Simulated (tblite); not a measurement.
Species: C6H8F2O.
SMILES with atom numbers: `[F:1][CH2:2][C@@H:3]1[CH:4]=[CH:5][O:6][C@@H:7]([F:8])[CH2:9]1` (hydrogens: H10, H11 on C2; H12 on C3; H13 on C4; H14 on C5; H15 on C7; H16, H17 on C9)

Computed with GFN2-xTB (tblite), gas phase: Langevin dynamics at 300 K from the optimised GFN2-xTB geometry, time step 0.5 fs, friction 0.01 fs⁻¹, 2000 steps.

Start geometry:
```
atom  x, y, z in Å
F1     -1.576    1.642   -1.238
C2     -1.597    1.324    0.098
C3     -0.451    0.377    0.448
C4      0.886    1.005    0.167
C5      1.899    0.294   -0.302
O6      1.874   -1.052   -0.560
C7      0.737   -1.723   -0.168
F8      0.854   -2.058    1.174
C9     -0.551   -0.928   -0.349
H10    -1.511    2.267    0.648
H11    -2.569    0.860    0.294
H12    -0.534    0.155    1.520
H13     1.000    2.060    0.345
H14     2.869    0.704   -0.534
H15     0.723   -2.678   -0.711
H16    -1.394   -1.532   -0.014
H17    -0.666   -0.704   -1.411
```

The statistics below take the 31 frames saved every 25 fs from 250 to 1000 fs; their kinetic temperature (all 3N coordinates) averages 297 K.

**Question.** How do the bond lengths spread?

**Answer.** 
```
  bond  start (Å)  mean (Å)  standard deviation (Å)  shortest (Å)  longest (Å)
 F1–C2      1.373     1.382                   0.025         1.341        1.457
 C2–C3      1.527     1.540                   0.027         1.476        1.590
 C3–C4      1.504     1.504                   0.019         1.468        1.536
 C4=C5      1.323     1.325                   0.024         1.276        1.377
 C5–O6      1.371     1.377                   0.021         1.340        1.426
 O6–C7      1.377     1.386                   0.032         1.333        1.448
 C7–F8      1.389     1.396                   0.034         1.332        1.459
 C7–C9      1.524     1.531                   0.031         1.463        1.603
 C3–C9      1.533     1.533                   0.034         1.460        1.604
C2–H10      1.095     1.098                   0.024         1.059        1.166
C2–H11      1.095     1.099                   0.018         1.063        1.147
C3–H12      1.098     1.106                   0.038         1.030        1.187
C4–H13      1.076     1.077                   0.021         1.043        1.131
C5–H14      1.078     1.082                   0.023         1.045        1.136
C7–H15      1.099     1.109                   0.035         1.034        1.183
C9–H16      1.090     1.085                   0.027         1.038        1.148
C9–H17      1.091     1.094                   0.037         1.010        1.179
```

**Question.** Give the same statistics for bond angles, one of each kind among heavy atoms.

**Answer.** 
| angle | start (°) | mean (°) | standard deviation (°) | smallest (°) | largest (°) |
| --- | --- | --- | --- | --- | --- |
| F1–C2–C3 | 110.8 | 110.6 | 3.8 | 102.0 | 120.5 |
| C2–C3–C4 | 111.4 | 110.9 | 3.6 | 103.5 | 116.2 |
| C2–C3–C9 | 111.1 | 110.9 | 3.0 | 104.8 | 118.0 |
| C4–C3–C9 | 108.4 | 108.1 | 3.6 | 102.3 | 116.7 |
| C3–C4–C5 | 121.5 | 121.4 | 3.1 | 114.4 | 127.6 |
| C4–C5–O6 | 125.4 | 125.0 | 2.0 | 120.8 | 129.0 |
| C5–O6–C7 | 116.1 | 116.2 | 3.6 | 109.6 | 126.2 |
| O6–C7–F8 | 108.9 | 108.3 | 4.5 | 98.4 | 120.8 |
| O6–C7–C9 | 114.2 | 114.3 | 2.9 | 109.1 | 119.6 |
| F8–C7–C9 | 108.2 | 108.7 | 3.6 | 101.3 | 115.9 |
| C3–C9–C7 | 109.1 | 110.1 | 3.3 | 103.5 | 116.9 |

**Question.** How far does each atom move about its mean position (frames aligned on the start, all atoms weighted alike), and what rms force does it feel?

**Answer.** 
| atom | rms displacement (Å) | rms force (eV/Å) |
| --- | --- | --- |
| F1 | 0.24 | 0.88 |
| C2 | 0.09 | 1.52 |
| C3 | 0.08 | 1.79 |
| C4 | 0.13 | 1.96 |
| C5 | 0.09 | 1.88 |
| O6 | 0.21 | 1.40 |
| C7 | 0.07 | 1.95 |
| F8 | 0.24 | 1.02 |
| C9 | 0.10 | 2.03 |
| H10 | 0.24 | 0.84 |
| H11 | 0.20 | 0.66 |
| H12 | 0.16 | 1.22 |
| H13 | 0.28 | 0.80 |
| H14 | 0.16 | 0.84 |
| H15 | 0.15 | 1.12 |
| H16 | 0.18 | 0.98 |
| H17 | 0.19 | 1.27 |

The displacements run from 0.07 to 0.28 Å, the largest at H13.

**Question.** How widely does the potential energy scatter, against a harmonic estimate?

**Answer.** Mean 0.59 eV above the start, standard deviation 0.132 eV, range 0.41 to 0.86 eV. For 45 classical harmonic modes at 300 K the canonical values are 45kT/2 = 0.58 eV and kT·√(45/2) = 0.123 eV.

The run is classical and short, so these are rough statistics of one trajectory.

What follows is the cost of the whole dynamics run. The run took about 40 s of CPU time (one thread, shared machine).
